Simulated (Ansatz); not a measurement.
MgCu4. The state is a singlet with charge 0. Geometry r2SCAN-D4/def2-SVP.

```xyz
5

Mg   -0.2023   -0.9166    0.4214
Cu   -1.2341    0.4294    2.1486
Cu    0.9429   -1.7479   -1.5425
Cu   -0.2738    1.6374    0.3672
Cu    0.7673    0.5978   -1.3946
```

B3LYP takes the VWN-RPA correlation. The restricted singlet is unstable towards broken spin symmetry in Hartree–Fock (as tested in another run); at PBE-D4/def2-SVP, PBE-D4/def2-TZVP, B3LYP-D4/def2-TZVP, PBE0-D4/def2-SVP and others this wasn't settled. The structure comes from a short search, and lower isomers may exist.

Problem. Estimate the orbital energies around the gap (eV) in Ansatz with PBE-D4/def2-SVP, PBE-D4/def2-TZVP, B3LYP-D4/def2-TZVP, PBE0-D4/def2-SVP, PBE0-D4/def2-TZVP.

Solution. 
```json
{"orbital": "HOMO−5", "PBE-D4/def2-SVP": "-4.97", "PBE-D4/def2-TZVP": "-5.47", "B3LYP-D4/def2-TZVP": "-7.00", "PBE0-D4/def2-SVP": "-6.85", "PBE0-D4/def2-TZVP": "-7.28"}
{"orbital": "HOMO−4", "PBE-D4/def2-SVP": "-4.96", "PBE-D4/def2-TZVP": "-5.45", "B3LYP-D4/def2-TZVP": "-6.86", "PBE0-D4/def2-SVP": "-6.70", "PBE0-D4/def2-TZVP": "-7.11"}
{"orbital": "HOMO−3", "PBE-D4/def2-SVP": "-4.75", "PBE-D4/def2-TZVP": "-5.19", "B3LYP-D4/def2-TZVP": "-6.71", "PBE0-D4/def2-SVP": "-6.59", "PBE0-D4/def2-TZVP": "-7.00"}
{"orbital": "HOMO−2", "PBE-D4/def2-SVP": "-4.70", "PBE-D4/def2-TZVP": "-5.17", "B3LYP-D4/def2-TZVP": "-6.66", "PBE0-D4/def2-SVP": "-6.51", "PBE0-D4/def2-TZVP": "-6.93"}
{"orbital": "HOMO−1", "PBE-D4/def2-SVP": "-4.58", "PBE-D4/def2-TZVP": "-4.97", "B3LYP-D4/def2-TZVP": "-5.87", "PBE0-D4/def2-SVP": "-5.62", "PBE0-D4/def2-TZVP": "-5.93"}
{"orbital": "HOMO", "PBE-D4/def2-SVP": "-4.00", "PBE-D4/def2-TZVP": "-4.31", "B3LYP-D4/def2-TZVP": "-4.68", "PBE0-D4/def2-SVP": "-4.42", "PBE0-D4/def2-TZVP": "-4.68"}
{"orbital": "LUMO", "PBE-D4/def2-SVP": "-2.76", "PBE-D4/def2-TZVP": "-3.01", "B3LYP-D4/def2-TZVP": "-2.48", "PBE0-D4/def2-SVP": "-2.01", "PBE0-D4/def2-TZVP": "-2.23"}
{"orbital": "LUMO+1", "PBE-D4/def2-SVP": "-2.20", "PBE-D4/def2-TZVP": "-2.49", "B3LYP-D4/def2-TZVP": "-1.93", "PBE0-D4/def2-SVP": "-1.44", "PBE0-D4/def2-TZVP": "-1.68"}
{"orbital": "LUMO+2", "PBE-D4/def2-SVP": "-2.13", "PBE-D4/def2-TZVP": "-2.40", "B3LYP-D4/def2-TZVP": "-1.85", "PBE0-D4/def2-SVP": "-1.43", "PBE0-D4/def2-TZVP": "-1.67"}
{"orbital": "LUMO+3", "PBE-D4/def2-SVP": "-1.36", "PBE-D4/def2-TZVP": "-1.61", "B3LYP-D4/def2-TZVP": "-1.07", "PBE0-D4/def2-SVP": "-0.69", "PBE0-D4/def2-TZVP": "-0.90"}
{"orbital": "LUMO+4", "PBE-D4/def2-SVP": "-0.99", "PBE-D4/def2-TZVP": "-1.17", "B3LYP-D4/def2-TZVP": "-0.62", "PBE0-D4/def2-SVP": "-0.25", "PBE0-D4/def2-TZVP": "-0.39"}
{"orbital": "LUMO+5", "PBE-D4/def2-SVP": "0.32", "PBE-D4/def2-TZVP": "-0.74", "B3LYP-D4/def2-TZVP": "-0.15", "PBE0-D4/def2-SVP": "1.24", "PBE0-D4/def2-TZVP": "0.07"}
```
